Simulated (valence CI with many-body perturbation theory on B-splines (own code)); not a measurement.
## Hyperfine factors and g values of Rh²²⁺

Calculated by relativistic CI+MBPT: five valence electrons over a frozen Dirac-Fock core [Ar], a basis of 7 s, 7 p, 8 d, 6 f, 4 g, 1 h functions for each j, with the one-electron correlation potential Σ1, the two-electron term Σ2, the three-electron term Σ3, Breit, model QED; selected CI, second order for the rest (own B-spline code, finite nucleus).

No measured levels were compared; by estimate terms of the open shell hold to 2 to 4 % of their energy, and close levels can change places. Core correlation moves these levels by up to 13000 cm⁻¹, and in measured spectra 5 to 20 % of such shifts remained as error; rates that hang on mixing are uncertain with them. Only levels of the ground parity were solved; by the run's estimate the other parity begins above the list, which can be wrong where configurations are misplaced.

A/g_I is the dipole constant over the nuclear g factor μ/I (μ in nuclear magnetons, uniformly magnetised nucleus), B/Q the quadrupole constant per barn. Both hold the static response of the core; the bare values leave it out. Large factors of s and p1/2 electrons are usually good to 5 to 10 %; those of open d and f shells near neutrality can be off by tens of per cent, and small factors of p3/2, d and f electrons come from cancelling terms and can be off by a factor of two or in sign, in half-filled shells by more. B is blank for J = 1/2, where it vanishes, and for nearly pure S terms. Energies count from the lowest level.

Names give the largest LS component (configuration and term), which can be under half, so a name can repeat, a term be missing and a line seem to break the LS rules; names also repeat where a configuration has a term twice. Letters in brackets count levels of one name in rising energy.

| Level | E (cm⁻¹) | g | A/g_I (MHz) | A/g_I bare | B/Q (MHz/b) | B/Q bare |
| --- | --- | --- | --- | --- | --- | --- |
| 3d⁵ ⁶S_5/2 | 0 | 1.947 | -330 | 429 | 366 | 369 |
| 3d⁵ ⁴G_5/2 [a] | 86461 | 1.043 | 6430 | 6510 | 8560 | 8760 |
| 3d⁵ ⁴G_7/2 | 107140 | 1.064 | 7120 | 7210 | 6320 | 6480 |
| 3d⁵ ⁴G_11/2 | 109860 | 1.232 | 7400 | 7610 | -83.5 | -86.0 |
| 3d⁵ ⁴P_3/2 | 111250 | 1.415 | 6400 | 6750 | 6880 | 7040 |
| 3d⁵ ⁴G_5/2 [b] | 113230 | 1.053 | 6180 | 6270 | 3400 | 3490 |
| 3d⁵ ⁴G_9/2 | 114990 | 1.167 | 6950 | 7120 | 4850 | 4970 |
| 3d⁵ ⁴P_1/2 | 123810 | 1.938 | -2890 | -2130 |  |  |
| 3d⁵ ⁴D_7/2 | 138800 | 1.324 | 4890 | 5180 | 2480 | 2530 |
| 3d⁵ ⁴D_5/2 | 147820 | 1.297 | 6500 | 6770 | -946 | -970 |
| 3d⁵ ⁴D_1/2 | 156300 | 0.682 | 15400 | 15200 |  |  |
| 3d⁵ ²I_11/2 | 159120 | 0.984 | 8570 | 8600 | 938 | 961 |
| 3d⁵ ⁴D_3/2 | 160500 | 1.344 | 7590 | 7890 | -3380 | -3460 |
| 3d⁵ ²F_7/2 [a] | 170030 | 1.123 | 8480 | 8610 | -8710 | -8920 |
| 3d⁵ ²I_13/2 | 172020 | 1.074 | 8510 | 8600 | -27.7 | -24.6 |
| 3d⁵ ²D_3/2 [a] | 174970 | 0.697 | 12300 | 12100 | -962 | -981 |
| 3d⁵ ²G_9/2 [a] | 176140 | 1.165 | 6910 | 7080 | -262 | -280 |
| 3d⁵ ²F_5/2 [a] | 180860 | 1.077 | 6830 | 6930 | 1710 | 1750 |
| 3d⁵ ⁴F_5/2 | 198820 | 1.067 | 7660 | 7750 | -8200 | -8390 |
| 3d⁵ ²H_9/2 | 202860 | 1.091 | 7880 | 7990 | 1510 | 1540 |
| 3d⁵ ²G_7/2 [a] | 210670 | 1.045 | 9200 | 9270 | 355 | 359 |
| 3d⁵ ⁴F_3/2 | 217770 | 0.652 | 13100 | 12900 | -1370 | -1400 |
| 3d⁵ ²F_7/2 [b] | 220700 | 1.077 | 8250 | 8350 | -5290 | -5420 |
| 3d⁵ ²F_5/2 [b] | 222330 | 0.983 | 7060 | 7090 | 3180 | 3260 |
| 3d⁵ ²H_11/2 | 234840 | 1.062 | 8330 | 8420 | -912 | -926 |
| 3d⁵ ²F_7/2 [c] | 237610 | 1.150 | 7770 | 7910 | -3340 | -3410 |
| 3d⁵ ²G_9/2 [b] | 240910 | 1.090 | 7710 | 7820 | 657 | 670 |
| 3d⁵ ²S_1/2 | 244520 | 1.960 | -1520 | -746 |  |  |
| 3d⁵ ²D_5/2 [a] | 257630 | 1.060 | 7660 | 7740 | -514 | -517 |
| 3d⁵ ²D_3/2 [b] | 272440 | 0.815 | 9950 | 9850 | -4580 | -4700 |
| 3d⁵ ²D_5/2 [b] | 290570 | 1.137 | 6750 | 6890 | -3240 | -3320 |
| 3d⁵ ²G_9/2 [c] | 303380 | 1.108 | 7590 | 7710 | -6740 | -6900 |
| 3d⁵ ²G_7/2 [b] | 311780 | 0.911 | 10000 | 9970 | 8130 | 8330 |
| 3d⁵ ²P_3/2 | 352570 | 1.245 | 7260 | 7480 | -7780 | -7970 |
| 3d⁵ ²P_1/2 | 368280 | 0.744 | 699 | 579 |  |  |
| 3d⁵ ²D_5/2 [c] | 396200 | 1.195 | 5960 | 6150 | -4330 | -4440 |
| 3d⁵ ²D_3/2 [c] | 407110 | 0.875 | 13300 | 13200 | 11200 | 11500 |

(1) Take the isotope of mass number 103, with I = 1/2, μ = -0.08829 μN. What is the hyperfine structure of 3d⁵ ⁴G_5/2 [b]?

Results:

(1) From the table A = -1090 MHz. Shifts from the centre of gravity in MHz: F = 2: 1910, F = 3: -1360.
